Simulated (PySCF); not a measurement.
methane (CH4), singlet, geometry from GFN2-xTB.

The PySCF input:
```python
from pyscf import gto, scf, dft, tdscf

mol = gto.Mole()
mol.atom = '''
    C     0.000000    0.000000    0.000000
    H     0.636597    0.627096    0.610389
    H    -0.628026   -0.606917    0.638995
    H     0.612857   -0.642402   -0.618713
    H    -0.621428    0.622223   -0.630670
'''
mol.basis = '6-31g*'
mol.charge = 0
mol.spin = 0
mol.verbose = 4
mol.build()

mf = dft.RKS(mol)
mf.xc = 'bhandhlyp'
mf.kernel()
td = mf.TDA()
td.nstates = 5
td.kernel()
td.analyze()
```

Q: What number of basis functions does PySCF with BHANDHLYP/6-31G*, TDA give?

A: 22

Q: Predict the HOMO-LUMO gap from BHANDHLYP/6-31G*, TDA.

A: 16.93 eV

Q: Predict the nuclear repulsion energy from BHANDHLYP/6-31G*, TDA.

A: 13.5327 Eh

Q: Predict the lowest excitation energy found from BHANDHLYP/6-31G*, TDA.

A: 13.34 eV

Q: Give the dipole moment at the level BHANDHLYP/6-31G*, TDA.

A: 0.00 D
